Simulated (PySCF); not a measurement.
**Electron correlation in Pm (promethium, neutral)**

[Xe] 4f5 5d2, one real determinant (an excited configuration). Computed with PySCF 2.14 in x2c-TZVPPall (11s7p7d4f2g, 113 functions), with the spin-free X2C one-electron Hamiltonian (Gaussian nucleus). Frozen: [Ar] 3d10; 33 electrons correlated.

MP2 pair energies summed by pair of shells (mhartree):

```
 pair   energy  share (%)
4d-4d  -209.73       19.0
4d-4f  -195.22       17.7
4f-5p  -111.46       10.1
5p-5p  -106.90        9.7
4d-5p   -98.57        8.9
4f-4f   -66.91        6.1
4p-4d   -56.88        5.2
5p-5d   -38.33        3.5
5s-5p   -33.95        3.1
4d-5s   -30.95        2.8
4f-5s   -25.92        2.4
4p-4f   -22.64        2.1
4s-4d   -18.93        1.7
4p-4p   -17.02        1.5
4f-5d   -14.48        1.3
4p-5p   -10.70        1.0
4s-4f    -7.46        0.7
4d-5d    -6.60        0.6
4p-5s    -6.11        0.6
5s-5s    -6.01        0.5
4s-4p    -5.92        0.5
5s-5d    -4.67        0.4
5d-5d    -3.08        0.3
4s-4s    -1.93        0.2
4s-5p    -1.16        0.1
4s-5s    -0.95        0.1
4p-5d    -0.49        0.0
4s-5d    -0.13        0.0
```

Total MP2 correlation energy: -1103.1 mhartree.

Same-spin part -439.75 and opposite-spin part -663.33 mhartree; SCS-MP2 scales them by 1/3 and 6/5 to -942.58 mhartree.

The reference is one real determinant that mixes LS terms of this configuration.

This basis was not built for core-valence correlation, so the inner-shell part is incomplete.
